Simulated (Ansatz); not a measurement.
Program: Ansatz. Geometries: PBE0-D4/def2-TZVP. ΔE: electronic, gas phase. CCSD(T)/CBS is the MP2 limit (def2-TZVPP, def2-QZVPP) plus CCSD(T) − MP2 in def2-TZVPP, frozen cores. This one scheme is used for every species. DFT in def2-TZVPP. HSE06 is defined as in plane-wave codes. For Br outer-core shells are correlated without core-valence functions, which leaves a few kJ/mol of doubt a bond. Scalar relativity is left out up to krypton. Each species was taken in one conformer, which may not be the lowest.

`F[Si]([SiH3])(Cl)Br` + H₂O → `O[Si](F)([SiH3])Cl` + HBr  (formal hydrolysis of the Si–Br bond)

```tsv
level	ΔE (kJ/mol)	difference from CCSD(T)/CBS
LDA (SPW92)	-19.4	-6.1
r2SCAN0-D4	-17.4	-4.1
HSE06-D4	-10.4	2.9
BHLYP-D4	-21.0	-7.7
ωB97X-V	-20.4	-7.1
B2PLYP	-22.8	-9.5
PBE	-12.3	1.0
BLYP	-24.2	-10.9
BHLYP	-28.2	-14.9
LC-ωPBE	-21.2	-7.9
MP2/def2-TZVPP	-15.3	-2.0
CCSD(T)/def2-TZVPP	-21.8	-8.5
HF/def2-QZVPP	-32.7	-19.4
MP2/def2-QZVPP	-10.7	2.6
SCS-MP2/def2-QZVPP	-16.6	-3.3
HF/CBS(def2)	-32.8	-19.5
CCSD(T)/CBS	-13.3	0
```

Largest T1 diagnostic among the species: 0.012.

At CCSD(T), def2-SVP lies −11.8 kJ/mol from the extrapolated value and def2-TZVPP −8.5 kJ/mol. In def2-TZVPP, CCSD(T) changes the Hartree–Fock value by +10.3 kJ/mol (the triples alone add +2.3 kJ/mol) and MP2 by +16.7 kJ/mol. From BLYP to BHLYP (50 % exact exchange), in def2-TZVPP and without D4, ΔE moves by −4.0 kJ/mol.

CCSD(T)/CBS has its own doubt, a few kJ/mol and more with outer-core shells, so smaller differences from it don't rank the levels.
